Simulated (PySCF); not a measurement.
## C₆ coefficients of unlike pairs at PBE0

Calculated with PySCF 2.14 from the dipole response of each species, C₆(A,B) = (3/π) ∫ α_A(iu) α_B(iu) du, in atomic units, from isotropic polarisabilities. For ions this is the dispersion term alone; charge-induced terms of lower order in 1/R come first.

```tsv
species	configuration	basis	relativity	α (bohr³)	C₆ (like pair)
Zr³⁺	[Kr] 4d1 (2D)	x2c-TZVPPall with one added diffuse shell each of s, p, d, f type (9s7p7d3f1g)	spin-free X2C	5.515	22.53
O²⁺	[He] 2s2 2p2 (3P)	dyall-acv3z (15s9p4d2f)	none	1.746	2.322
Rb	[Kr] 5s1 (2S)	dyall-av2z (22s16p9d)	none	430.8	7179
Ti²⁺	[Ar] 3d2 (3F)	def2-QZVPPD (11s6p5d3f2g)	none	4.775	14.34
```

Q: Estimate C₆ for Rb with O²⁺.

A: The integral gives 62.67. The combination rule 2 C_A C_B / (C_A α_B/α_A + C_B α_A/α_B) gives 55.38 and the geometric mean 129.1.

No spin-orbit coupling is included.

The other pairs:

```json
{"pair": "Rb, Zr³⁺", "C₆": "196.9"}
{"pair": "Ti²⁺, Zr³⁺", "C₆": "17.95"}
{"pair": "Ti²⁺, O²⁺", "C₆": "5.764"}
{"pair": "Ti²⁺, Rb", "C₆": "165.9"}
{"pair": "O²⁺, Zr³⁺", "C₆": "7.229"}
```
